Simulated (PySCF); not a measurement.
Compound: ZrH4 (singlet state).
Hydrogens: H2, H3, H4, H5 on Zr1.

Method: PBE0-D3(BJ)/def2-SVP geometry optimisation, gas phase, def2 core potentials past Kr in PySCF; density fitting, grid level 1; the optimiser is geomeTRIC in internal coordinates, started from a GFN2-xTB structure with every atom displaced at random (about 0.03 Å).

Step 0: E = -1341.8699 eV
```
atom  x, y, z in Å  |  force x, y, z in eV/Å
Zr1     0.0619   -0.0728    0.0133   -1.313   0.595  -0.134
H2     -0.0061   -0.0326    1.9122    0.124  -0.070  -0.573
H3      1.7438    0.0026   -0.6771    0.252  -0.087   0.017
H4     -0.8166    1.5748   -0.6331    0.501  -1.003   0.395
H5     -0.9082   -1.5825   -0.6775    0.437   0.566   0.295
```

Step 1: E = -1341.9711 eV
```
atom  x, y, z in Å  |  force x, y, z in eV/Å
Zr1     0.0117   -0.0390    0.0002    0.636  -0.235   0.019
H2     -0.0176   -0.0297    1.8139    0.031  -0.026   0.380
H3      1.7358   -0.0032   -0.6645    0.016  -0.051   0.053
H4     -0.7805    1.4360   -0.5771   -0.439   0.727  -0.283
H5     -0.8745   -1.4746   -0.6347   -0.244  -0.415  -0.169
```

**Question.** Estimate the geometry and energy of step 2. (The exact step hangs on the optimiser's Hessian estimate; all steps are aligned on step 1, rigid shifts and turns removed.)

**Answer.** E = -1342.0186 eV, largest force 0.255 eV/Å
```
atom  x, y, z in Å  |  force x, y, z in eV/Å
Zr1     0.0225   -0.0409   -0.0009   -0.093   0.202  -0.125
H2      0.0004   -0.0400    1.8452    0.035  -0.024  -0.020
H3      1.7511   -0.0173   -0.6548   -0.028  -0.043   0.059
H4     -0.8167    1.5045   -0.6046    0.054  -0.157   0.063
H5     -0.8826   -1.5168   -0.6471    0.032   0.022   0.023
```

The energy changes by -0.0475 eV. The first-order estimate −F·Δx gives -0.1165 eV and the mean of the old and new forces, exact on a quadratic surface, -0.0502 eV. The step makes an angle of 30° with the force vector and moves no atom by more than 0.082 Å.

What follows is the cost of the whole optimisation. Time: 5.3 s wall; peak memory 0.24 GiB. Hardware: one thread, Arm Neoverse V2 (aarch64) (shared host).
